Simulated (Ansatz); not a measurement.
Geometry optimisation, RKS PBE-D4/def2-SVP in Ansatz.

Input file:

```yaml
crystal:
  periodic: [false, false, false]
  atoms:
    - { symbol: Sn, position_ang: [-0.4376, 1.0408, -0.2903] }
    - { symbol: F, position_ang: [1.267, -0.2401, -1.2333] }
    - { symbol: H, position_ang: [-1.0785, 0.8341, -1.8284] }
    - { symbol: H, position_ang: [-1.7345, 1.4207, 0.7963] }
    - { symbol: H, position_ang: [0.8337, 2.1003, -0.013] }
    - { symbol: H, position_ang: [0.9721, -0.9966, -0.3441] }
    - { symbol: "N", position_ang: [0.1367, -1.13, 0.692] }
    - { symbol: H, position_ang: [-0.5287, -1.8814, 0.6197] }
    - { symbol: H, position_ang: [0.5698, -1.1478, 1.6011] }
basis:
  gaussian: { orbitals: def2-SVP }
hamiltonian:
  xc: pbe
  dispersion: d4
relax:
  f_tol: 0.15
  max_steps: 25
  restrain:
    - { distance: [0, 6], at: 2.1, k: 30.0 }
    - { distance: [5, 1], at: 0.88, k: 30.0 }
    - { distance: [0, 1], at: 3.26, k: 30.0 }
    - { distance: [5, 6], at: 2.32, k: 30.0 }
```

Command:

```bash
$ ansatz run input.yaml --threads 2 --pin off --max-ram 3072MiB --backend cpu --events-out ev --progress --plain --runs-dir out
```

**Question.** Where does it end, and by what steps?

**Answer.** It converged. The restraints hold the end off the free minimum. After 9 steps the energy has fallen by 0.128 eV (the restraints' own energy left out); H6 moved furthest, 0.85 Å. Joined: F2–H6 (1.20 → 0.92 Å).

| step | energy less start (eV) | largest force component (eV/Å) | accepted |
| --- | --- | --- | --- |
| 0 | 0.0000 | 2.223 | yes |
| 1 | 0.2698 | 2.237 | yes |
| 2 | 0.5534 | 3.202 | yes |
| 3 | 0.4843 | 2.776 | yes |
| 4 | 0.1281 | 1.935 | yes |
| 5 | 0.0998 | 1.762 | yes |
| 6 | 0.0267 | 1.012 | yes |
| 7 | -0.1000 | 1.385 | yes |
| 8 | -0.1237 | 1.236 | yes |
| 9 | -0.1279 | 1.268 | yes |

```xyz
9
Properties=species:S:1:pos:R:3
Sn -0.608 0.905 -0.005
F 1.845 -0.484 -1.642
H -1.131 0.636 -1.620
H -1.918 1.561 0.938
H 0.777 1.913 0.142
H 1.558 -1.030 -0.959
N -0.015 -0.972 0.722
H -0.807 -1.630 0.724
H 0.297 -0.899 1.700
```

The run took 15 s on 2 threads of Arm Neoverse V1, with other jobs on the host, peak memory 0.14 GiB.
